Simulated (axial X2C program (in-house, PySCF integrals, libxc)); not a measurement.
# Potential curves of ZnSb⁺, scalar-relativistic

Calculated with an in-house all-electron X2C program for linear molecules (integrals from PySCF). Spin-free means the one-electron spin-free X2C Hamiltonian. Basis: Sb dyall-v3z [11s12p8d1f], Zn dyall-v3z [9s10p6d3f2g] (cores contracted in-house); Gaussian nuclei, density fitting, unrestricted open shells. Masses: Sb 120.904 u, Zn 63.929 u.

State: M_S = 1, Λ = 0 (beyond evenly filled blocks: π+α, π-α). Energies in eV from the fragments at the same level (Sb+ + Zn). Fits are polynomials in 1 − R0/R over 0.85 to 1.23 times the lowest point R0.

| R (Å) | PBE0 |
| --- | --- |
| 2.2768 | -1.8114 |
| 2.3815 | -2.0747 |
| 2.4600 | -2.1821 |
| 2.5385 | -2.2336 |
| 2.6170 | -2.2438 |
| 2.7086 | -2.2178 |
| 2.8002 | -2.1636 |
| 2.9180 | -2.0675 |
| 3.0619 | -1.9286 |
| 3.2713 | -1.7155 |

The state is a single determinant with fixed occupations, the lowest that a limited PBE0 search found. De is counted from the lowest determinant-based energies of the atoms at the same level, without counterpoise correction. Other states lie close and PBE0, whose exact exchange favours high spin, may order them wrongly; the determinant shown need not be the ground state. The nearest other spin-free determinant of the search, M_S = 0, Λ = 2, lies 0.85 eV up at the distance of the search. Spin-free De lacks the spin–orbit lowering of the heavy p-block atom, a tenth of an eV or more for 4p and 5p, up to an eV for 6p and one to two eV for 7p atoms, less what an open-shell molecule gains itself.

Question: Fit the PBE0 curve near its minimum: give the equilibrium distance, the harmonic wavenumber and the well depth.

Answer: At PBE0, spin-free: Re = 2.600 Å, ωe ≈ 184 cm⁻¹, De = 2.24 eV to Sb+ + Zn; Be follows as 0.0596 cm⁻¹.
